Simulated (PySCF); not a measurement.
Start geometry of `Cc1[se]ncc1F` from GFN2-xTB (Å):
```
atom  x, y, z in Å
C1    -1.784    0.036   -0.085
C2    -0.322    0.293    0.019
Se3    0.476    1.948    0.314
N4     2.084    1.183    0.282
C5     1.985   -0.098    0.081
C6     0.686   -0.629   -0.068
F7     0.465   -1.938   -0.282
H8    -2.255    0.743   -0.765
H9    -1.953   -0.976   -0.449
H10   -2.259    0.136    0.891
H11    2.882   -0.695    0.038
```

Question: What comes out of this run: PBE0-D3(BJ)/def2-SVP geometry optimisation, gas phase (PySCF 2.14.0)?

Answer: 
```
atom  x, y, z in Å
C1    -1.786    0.014   -0.113
C2    -0.325    0.293   -0.065
Se3    0.481    1.963   -0.198
N4     2.124    1.226   -0.009
C5     1.999   -0.064    0.126
C6     0.682   -0.616    0.104
F7     0.472   -1.923    0.235
H8    -2.302    0.645   -0.850
H9    -1.955   -1.039   -0.380
H10   -2.259    0.190    0.867
H11    2.894   -0.685    0.251
```

The energy falls by 3.7 kJ/mol over 6 energy and gradient evaluations, the largest force component goes from 0.0174 to 4.4e-04 Eh/bohr, and the atoms move by 0.085 Å rms after alignment. The bond that changes most is Se3–N4 (ends: selenium bonded to C and N; pyridine-type nitrogen), which lengthens by 0.030 Å. Bonds longer at the end by more than 0.005 Å: 6 of 11; shorter: 1. Among the dihedrals that turn most is H10–C1–C2–C6, from 108° to 97°. Rotational constants go from 3172, 1624, 1081 to 3116, 1636, 1080 MHz. The orientation of the end geometry is arbitrary; only internal coordinates are fixed.

The run used 136 basis functions and 44 SCF cycles in all. Time: 64 s wall. Hardware: one thread, x86-64 server, on a shared host.

PBE0-D3(BJ)/def2-SVP frequencies: not computed here.
